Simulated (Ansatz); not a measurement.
Reaction (hydrogenolysis of the Si–N bond): `C=N[SiH2]O[SiH3]` + H₂ → `[SiH3]O[SiH3]` + `C=N`

Isolated molecules relaxed with PBE0-D4/def2-TZVP in Ansatz; ΔE leaves out vibrations. CCSD(T)/CBS adds triple-zeta CCSD(T) − MP2 to the extrapolated MP2 energy (def2 sets, frozen cores). This one scheme is used for every species. DFT in def2-TZVPP. HSE06 is defined as in plane-wave codes. One conformer a species, not always the lowest.

Is it downhill or uphill in electronic energy at CCSD(T)/CBS, and by how much? (Best estimate.)

Computed: Uphill: ΔE = +8.2 kcal/mol.

What do these levels give: PBE-D4, r2SCAN0-D4, HSE06-D4, BHLYP-D4, MP2/def2-QZVPP, MP2/CBS(def2)? (An estimate is asked.)

Ansatz gave: PBE-D4 8.4, r2SCAN0-D4 8.7, HSE06-D4 7.7, BHLYP-D4 8.2, MP2/def2-QZVPP 9.9, MP2/CBS(def2) 10.2 kcal/mol.

Largest T1 diagnostic among the species: 0.013.

At CCSD(T), def2-SVP lies −4.1 kcal/mol from the extrapolated value and def2-TZVPP −0.9 kcal/mol. From r2SCAN to r2SCAN0 (25 % exact exchange), in def2-TZVPP and without D4, ΔE moves by −0.8 kcal/mol. In def2-TZVPP, CCSD(T) changes the Hartree–Fock value by +3.4 kcal/mol (the triples alone add +1.0 kcal/mol) and MP2 by +5.4 kcal/mol.
